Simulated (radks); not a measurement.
Task: Radial electron density D(r) = 4 pi r^2 rho(r) of an atom or ion with 67 electrons. Calculated with a radial shooting solver on a logarithmic mesh with Libxc functionals: scalar-relativistic Kohn-Sham, LDA (Slater exchange, Perdew-Wang correlation), spin-polarised, spherical densities, point nucleus.

r (bohr),D(r) (e/bohr),spin D(r)
0.001497,9.442,0.000432
0.002112,15.83,0.000716
0.002979,25.67,0.00114
0.004236,40.04,0.00172
0.005975,57.76,0.00234
0.008428,75.92,0.00273
0.01198,88.37,0.00242
0.0169,88.57,0.00115
0.02384,80.96,-0.000180
0.0339,84.08,0.000893
0.04782,107.2,0.00454
0.06746,119.7,0.00470
0.09592,98.12,0.0134
0.1353,95.00,0.124
0.1909,105.7,0.551
0.2714,64.50,1.65
0.3828,50.13,3.21
0.54,55.07,3.81
0.7678,28.97,2.92
1.083,14.62,1.57
1.528,8.093,0.486
2.172,2.561,0.259
3.064,0.7179,0.404
4.322,0.2761,0.254
6.146,0.04509,0.0440
8.669,0.06183,0.0618
12.23,0.1193,0.119
17.39,0.03848,0.0385
24.53,0.001681,0.00168

What is the nuclear charge?

Result: Z = 67. The innermost maximum, from 1s, lies near gamma/Z bohr with gamma = sqrt(1 - (Z/c)^2) = 0.872, here 0.013 bohr (found: 0.0143), and its height grows with Z. The density is that of neutral holmium in [Xe] 4f11 6s1 7p1; the configuration itself is not fixed sharply by these data, and Z only to a few units. D(r) has 5 maxima, at r = 0.0143, 0.0638, 0.178, 0.487, 11.8 bohr, and minima at 0.0273, 0.116, 0.345, 6.99 bohr, inside which lie 1.93, 11.09, 29.50, 66.05 electrons.
